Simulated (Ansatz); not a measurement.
# An elementary step

Start structure (Si4NH14ClO, closed shell), relaxed at PBE0-D4/def2-TZVP:

Si1  (-1.064, -0.094, -0.317)
Si2  (-0.891, 1.322, 1.530)
Si3  (0.270, 0.376, -2.174)
Si4  (-1.582, -2.331, 0.083)
Cl5  (-2.897, 0.738, -1.087)
H6  (1.749, -0.195, 0.581)
N7  (1.148, -1.018, 0.599)
H8  (2.109, 2.119, -0.573)
O9  (2.353, 1.753, 0.283)
H10  (-2.180, 1.334, 2.270)
H11  (0.191, 0.955, 2.488)
H12  (-0.614, 2.711, 1.060)
H13  (-0.452, 0.035, -3.427)
H14  (0.569, 1.840, -2.205)
H15  (1.582, -0.332, -2.175)
H16  (-0.673, -3.207, -0.710)
H17  (-2.988, -2.663, -0.265)
H18  (-1.358, -2.647, 1.523)
H19  (1.101, -1.354, 1.553)
H20  (1.582, -1.738, 0.035)
H21  (2.044, 2.395, 0.928)
(Å)

The step: Si₄H₉Cl ([SiH3][Si]([SiH3])([SiH3])[Cl]) + H₂O + NH₃ → Si₃H₇Cl ([SiH3][SiH]([SiH3])[Cl]) + SiH₄O ([OH][SiH3]) + NH₃; bonds formed: Si1–H8, Si2–O9; bonds broken: Si1–Si2, H8–O9. Ansatz 0.2.0; basis: def2-TZVPP and def2-QZVPP; cores frozen in the correlated methods. Extrapolation: Hartree–Fock as exp(−7.88 √X), correlation as X^−2.97. Energies below are by CCSD(T) at an estimated basis limit (MP2 extrapolated from triple and quadruple zeta, plus CCSD(T) − MP2 in triple zeta).

**Question.** What are the electronic barrier and the energy of the step, from the start structure to the end structure? (To be estimated.)

**Answer.** The calculation gives: Barrier 1.893 eV; step energy -0.709 eV (downhill); reverse barrier, their difference, 2.602 eV. Barrier and step energy count from the start structure, the reverse barrier from the end structure.

The saddle point: One imaginary mode of 426i cm⁻¹.
```tsv
pair	start (Å)	saddle (Å)	end (Å)
Si1–H8	3.88	2.11	1.49
Si2–O9	3.50	1.85	1.66
Si1–Si2	2.33	2.80	5.01
H8–O9	0.96	1.05	2.92
```

Zero-point energy (harmonic, PBE0-D4): ZPE is 3.797 eV at the start and 3.707 eV at the saddle, so the barrier goes from 1.893 to 1.803 eV.

T1 diagnostic: at most 0.013.

Labels in which every atom is bracketed show which atoms are joined, not bond orders.

For scale, one of the runs: CCSD(T)/def2-TZVPP, 468 basis functions, launched by `ansatz run in.yaml --threads 4 --pin off --events-out ev --progress --plain --max-ram 66560MiB --backend cuda --devices 0, --max-vram 37GiB`. Hardware: 4 CPU threads of an AMD EPYC 7R13 and a share of one NVIDIA H100, shared host. Wall time 48 s; peak host memory 1.3 GiB.
